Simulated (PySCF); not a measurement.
## Relaxation of singlet AsO₂⁻

Method: PBE0/[As def2-TZVPD, O def2-TZVPD], no relativity, density fitting, PySCF. A (50,194) grid was used.

A start displaced from a saddle point along its imaginary mode, of C2v symmetry, held to at least that symmetry:

Coordinates in bohr (charge -1 multiplicity 1):
```
As    0.0000    0.0968    0.0000
O     0.0000   -0.2268    3.2046
O     0.0000   -0.2268   -3.2046
```

Question: What forces act on the atoms at the start (eV/Å)?

Answer: 
```
atom    Fx     Fy     Fz
 As1  0.00   2.58   0.00
  O2  0.00  -1.29  -0.56
  O3  0.00  -1.29   0.56
```

Question: What does it relax to?

Answer: It ends at C2v with As–O 1.657 Å (×2); O–As–O 114.0° (after a last refinement on a finer grid). A frequency run shows a minimum. Other isomers or separated fragments may lie lower.

Question: How much energy is released, and in how many steps?

Answer: 210.2 kJ/mol in 7 steps.

The relaxation took roughly 40 core-seconds on a shared host.
